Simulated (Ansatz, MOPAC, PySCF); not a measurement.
Dissociation curve of GaS (cation, charge +1), lowest triplet found (which spin is the ground state isn't settled by this scan).

Levels of theory: AM1, unrestricted, heats of formation (MOPAC); UKS-B3LYP/6-31G* = unrestricted B3LYP/6-31G*, spherical d in PySCF; ROCCSDT(Q) = Ansatz (a program for electronic structure) with CCSDT(Q)/B on ROHF/cc-pVDZ, cores with 3d frozen.

Energies are in kcal/mol, each relative to the lowest point of its own curve between 2.57 and 3.63 Å, where full CI is lowest.

| R / Å | AM1 | UKS-B3LYP/6-31G* | ROCCSDT(Q) |
|---|---|---|---|
| 2.57 | 4.3 | 4.0 | 5.2 |
| 2.67 | 5.0 | 1.8 | 2.6 |
| 2.84 | 0.0 | 0.0 | 0.4 |
| 3.07 | 6.8 | 0.1 | 0.0 |
| 3.31 | 16.3 | 1.7 | 1.0 |
| 3.63 | 22.1 | 4.4 | 3.2 |
| 4.04 | 27.3 | 7.5 | 5.8 |
| 4.48 | 30.6 | 10.0 | 8.0 |
| 4.98 | 32.6 | 11.9 | 9.7 |
| 5.73 | 34.0 | 13.4 | 11.0 |
| 6.52 | 34.9 | 14.1 | 11.6 |
| 7.66 | 35.7 | 14.5 | 12.0 |

At the longest distance, 7.66 Å, AM1 lies highest above its minimum (35.7 kcal/mol) and ROCCSDT(Q) lowest (12.0 kcal/mol).

The scan ran from 1.65 to 7.66 Å; beyond the distances shown full CI changes its symmetry label.
